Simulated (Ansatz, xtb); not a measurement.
## C2H5AlCl2: where a starting geometry ends

The starting geometry of this gas-phase singlet was built from a drawn formula by distance geometry and a force field; its bonds are those of `[CH3][AlH][CH](Cl)Cl`.

```xyz
10

C    -2.3890    0.3490   -1.0718
C    -0.1941    0.2937    1.6118
Al   -2.0780    0.0929    0.9403
Cl    0.3858    1.9060    1.2472
Cl    0.8083   -0.9433    0.9038
H    -3.0988    1.2177   -1.2069
H    -2.8368   -0.5902   -1.4347
H    -1.4424    0.5544   -1.5697
H    -3.2673   -0.2390    1.9256
H    -0.1666    0.1029    2.7404
```

**Question.** Where would you expect an optimisation with r2SCAN-D4/def2-SVP to take it?

**Answer.** A new bond forms, giving a structure with Cl5 bridging Al3 and C2, given below by its coordinates. Distances that change by over a tenth: C2–Cl5 (1.74 → 1.96 Å). Contacts that close: Al3–Cl5 (3.07 → 2.46 Å).

The energy falls by 0.42 eV over 19 steps:

| step | E − E(last) (eV) |
| --- | --- |
| 1 | 0.424 |
| 3 | 0.141 |
| 5 | 0.134 |
| 7 | 0.133 |
| 9 | 0.121 |
| 11 | 0.053 |
| 13 | 0.004 |
| 15 | 0.000 |
| 17 | 0.000 |
| 19 | 0.000 |

Final geometry (Å):

```csv
atom,x (Å),y (Å),z (Å)
C,-2.3444,0.4063,-0.9897
C,-0.3373,0.5705,1.6974
Al,-2.0255,-0.0760,0.8674
Cl,0.6771,1.7710,0.9177
Cl,0.1346,-1.2294,1.0969
H,-3.1216,1.1869,-1.0717
H,-2.6985,-0.4521,-1.5858
H,-1.4333,0.7979,-1.4711
H,-3.0553,-0.7558,1.8623
H,-0.0745,0.5247,2.7626
```

From the same start GFN2-xTB ends elsewhere, differing in Al3–Cl4 (2.36 against 3.27 Å here).

The end wasn't checked by frequencies. Run with Ansatz 0.2.0, 30 s on 2 threads of Intel(R) Xeon(R) 6975P-C (Granite Rapids), with other jobs on the host.
